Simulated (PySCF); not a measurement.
SMILES COc1nnc(C2CC2)o1, C6H8N2O2

Molfile (atoms numbered from 1):
```
C6H8N2O2
     RDKit          3D

 18 19  0  0  0  0  0  0  0  0999 V2000
    3.7287   -0.1801    0.3925 C   0  0  0  0  0  0  0  0  0  0  0  0
    2.4271   -0.2968    0.9498 O   0  0  0  0  0  0  0  0  0  0  0  0
    1.4546   -0.0450    0.0958 C   0  0  0  0  0  0  0  0  0  0  0  0
    1.5391    0.2839   -1.1490 N   0  0  0  0  0  0  0  0  0  0  0  0
    0.2621    0.4315   -1.5868 N   0  0  0  0  0  0  0  0  0  0  0  0
   -0.5183    0.1851   -0.5922 C   0  0  0  0  0  0  0  0  0  0  0  0
   -1.9723    0.2185   -0.5884 C   0  0  0  0  0  0  0  0  0  0  0  0
   -2.6974    0.6764    0.6522 C   0  0  0  0  0  0  0  0  0  0  0  0
   -2.7315   -0.7626    0.2694 C   0  0  0  0  0  0  0  0  0  0  0  0
    0.1857   -0.1328    0.5375 O   0  0  0  0  0  0  0  0  0  0  0  0
    3.8947    0.8325    0.0210 H   0  0  0  0  0  0  0  0  0  0  0  0
    4.4178   -0.4111    1.2010 H   0  0  0  0  0  0  0  0  0  0  0  0
    3.8537   -0.8819   -0.4338 H   0  0  0  0  0  0  0  0  0  0  0  0
   -2.3716    0.4855   -1.5562 H   0  0  0  0  0  0  0  0  0  0  0  0
   -2.0968    0.9626    1.5018 H   0  0  0  0  0  0  0  0  0  0  0  0
   -3.5863    1.2725    0.5163 H   0  0  0  0  0  0  0  0  0  0  0  0
   -2.1538   -1.4591    0.8573 H   0  0  0  0  0  0  0  0  0  0  0  0
   -3.6445   -1.1727   -0.1332 H   0  0  0  0  0  0  0  0  0  0  0  0
  1  2  1  0
  2  3  1  0
  3  4  2  0
  4  5  1  0
  5  6  2  0
  6  7  1  0
  7  8  1  0
  8  9  1  0
  6 10  1  0
 10  3  1  0
  9  7  1  0
  1 11  1  0
  1 12  1  0
  1 13  1  0
  7 14  1  0
  8 15  1  0
  8 16  1  0
  9 17  1  0
  9 18  1  0
M  END
```

Computed, not measured: PySCF, GIAO BHandHLYP/ANO-RCC-VDZP magnetisability, rotational g tensor and spin-rotation constants, non-relativistic, gas phase. Geometry: GFN2-xTB.

Q: Give the nuclear spin-rotation constants along the inertial axes (H = +C I·J) beside the isotropic shieldings.

A: Rotational constants 4.1531, 0.7728, 0.6894 GHz. A star marks the isotopologue with that one atom substituted, in its own axes.
```csv
atom,isotope,Caa (kHz),Cbb (kHz),Ccc (kHz),mean (kHz),σ (ppm)
N4,14N,0.873,0.138,0.038,0.350,-9.8
N5,14N,1.101,0.142,0.042,0.428,-59.9
H11,1H,-0.381,-0.047,0.000,-0.143,27.8
H12,1H,-0.136,-0.015,-0.071,-0.074,27.9
H13,1H,-0.381,-0.047,0.000,-0.143,27.8
H14,1H,-0.300,-0.005,-0.076,-0.127,29.8
H15,1H,-0.309,-0.045,-0.053,-0.136,31.1
H16,1H,-0.110,-0.085,-0.050,-0.082,31.0
H17,1H,-0.309,-0.045,-0.054,-0.136,31.1
H18,1H,-0.110,-0.085,-0.050,-0.082,31.0
C1,13C*,0.631,0.160,0.149,0.314,134.1
O2,17O*,-0.598,-0.095,-0.041,-0.245,263.4
C3,13C*,2.164,0.243,0.188,0.865,18.0
C6,13C*,1.906,0.306,0.170,0.794,20.5
C7,13C*,0.334,0.116,0.085,0.178,184.3
C8,13C*,0.320,0.083,0.116,0.173,184.4
O10,17O*,-1.324,-0.249,-0.099,-0.557,78.5
```
For the geometry as given, no vibrational averaging.
